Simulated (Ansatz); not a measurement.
Correlation energies of CH9BOSi2, SMILES `C[SiH]([SiH3])BO` by basis set

```
atom   x (Å)   y (Å)   z (Å)
  C1  -1.432   0.284   1.259
 Si2   0.303   0.275   0.530
 Si3   0.367   1.547  -1.441
  B4   0.987  -1.569   0.065
  O5   0.104  -2.594   0.015
  H6  -1.780   1.301   1.451
  H7  -2.134  -0.195   0.573
  H8  -1.455  -0.269   2.201
  H9   1.263   0.931   1.471
 H10  -0.535   0.962  -2.473
 H11  -0.074   2.949  -1.196
 H12   1.743   1.588  -2.009
 H13   2.144  -1.778  -0.205
 H14   0.499  -3.432  -0.243
```

Total charge 0; spin multiplicity 1. The structure was optimised at the PBE0-D4/def2-TZVP level. It is one conformer, not always the lowest. Frozen core, restricted reference, Ansatz 0.2.0. CBS rows extrapolate triple and quadruple zeta; past MP2 they add the triple-zeta difference.

```
     basis     HF (Eh)  MP2 corr.  CCSD corr.       (T)  CCSD(T) total
  def2-SVP  -720.26944   -0.61885    -0.69146  -0.01886     -720.97976
def2-TZVPP  -720.63947   -0.77179    -0.83811  -0.03116     -721.50874
def2-QZVPP  -720.66396   -0.82718           –         –              –
 CBS(def2)  -720.66734   -0.86821    -0.93454     as TZ     -721.63304
```
